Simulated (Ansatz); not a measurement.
Reaction (ligand exchange at the Si–S bond): `S[SiH2][GeH3]` + `BO` → `BO[SiH2][GeH3]` + H₂S

Program: Ansatz. Geometries: PBE0-D4/def2-TZVP. ΔE: electronic, gas phase. CCSD(T)/CBS adds triple-zeta CCSD(T) − MP2 to the extrapolated MP2 energy (def2 sets, frozen cores). This one scheme is used for every species. Functionals use def2-TZVPP. For Ge outer-core shells are correlated without core-valence functions, which leaves a few kJ/mol of doubt a bond. Scalar relativity is left out up to krypton. One conformer a species, not always the lowest.

| level | ΔE (kJ/mol) |
| --- | --- |
| PBE-D4 | -6.1 |
| CCSD/CBS(def2) | -23.6 |

(1) What does CCSD(T)/CBS give? (An estimate is asked.)

Largest T1 diagnostic among the species: 0.014.

## Answers

(1) Ansatz gave: -20.9 kJ/mol. The listed levels differ from it by 14.8, -2.7 kJ/mol.

In def2-TZVPP, CCSD(T) changes the Hartree–Fock value by +12.1 kJ/mol (the triples alone add +2.7 kJ/mol) and MP2 by +15.3 kJ/mol. From PBE to PBE0 (25 % exact exchange), in def2-TZVPP and without D4, ΔE moves by −3.6 kJ/mol.
